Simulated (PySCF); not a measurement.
`[SiH3]C/C=C\Br`, C₃H₇BrSi

Geometry:
```
atom   x (Å)   y (Å)   z (Å)
 Si1  -1.705   0.052  -0.361
  C2  -0.226  -0.102   0.853
  C3   0.982   0.529   0.281
  C4   1.915  -0.073  -0.439
 Br5   1.874  -1.928  -0.842
  H6  -2.871  -0.539   0.294
  H7  -1.927   1.473  -0.638
  H8  -1.378  -0.650  -1.600
  H9  -0.047  -1.159   1.051
 H10  -0.481   0.380   1.797
 H11   1.092   1.594   0.437
 H12   2.774   0.422  -0.859
```

Computed with TDDFT CAM-B3LYP/def2-SVPD excited states, vertical, gas phase in PySCF 2.14.0. Geometry: GFN2-xTB.

The calculation is non-relativistic, which matters for the atoms heavier than Zn.

(1) Give the one- and two-photon strengths of the lowest singlets.

Answers

(1) δ for parallel linear polarisation; σ at the peak of a Lorentzian of half width 0.1 eV, single beam; Ω is circular over linear.
```csv
state,E (eV),f,photon λ (nm),δ (au),σ (GM),Ω,main
S1,5.71,0.002,434,7.68,0.09,1.26,"HOMO→LUMO+1 0.54, HOMO→LUMO 0.18"
S2,6.33,0.329,392,38.7,0.57,0.54,"HOMO→LUMO 0.70, HOMO→LUMO+1 0.23"
S3,6.59,0.017,377,18.1,0.29,1.40,"HOMO→LUMO+2 0.82, HOMO→LUMO+1 0.09"
S4,6.73,0.005,369,5,0.08,1.49,"HOMO−1→LUMO+1 0.54, HOMO−1→LUMO 0.18"
S5,7.04,0.004,352,0.49,0.01,0.32,"HOMO−1→LUMO 0.61, HOMO−1→LUMO+1 0.27"
```

Among these, the strongest one-photon state is S2, the strongest two-photon state S2, with a dipole change of 1.9 D (relaxed, norm of the difference vector).
